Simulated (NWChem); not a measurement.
## Correlation energy of CH$_{3}$S

```
C
H 1 1.0895
H 1 1.0902 2 120.88
S 1 1.7219 2 121.85 3 169.31
H 4 1.3501 1 98.03 2 10.91
```
Charge 0, spin multiplicity 2.

All runs are NWChem calculations. All single points use one geometry, from UPBE0/def2-SVP, a minimum by its harmonic frequencies. It is one conformer; others weren't searched.

Basis set: def2-SVP. Each correlation energy counts from its own Hartree-Fock reference.

The correlated methods keep 6 core orbitals frozen. The structure started from a generated list of species. No SCF solution was tested for a lower state. Open-shell Hartree-Fock references start from PBE0 orbitals. No row is a measurement; the coupled-cluster row has its own basis-set and correlation limits.

For the correlation energy, UMP2 gives -253.7 mHa and SCS-UMP2 gives -254.0 mHa. What do CCSD on ROHF, CCSD[T] on ROHF, CCSD(T) on ROHF give?

CCSD on ROHF: -293.5 mHa; CCSD[T] on ROHF: -302.0 mHa; CCSD(T) on ROHF: -301.6 mHa.
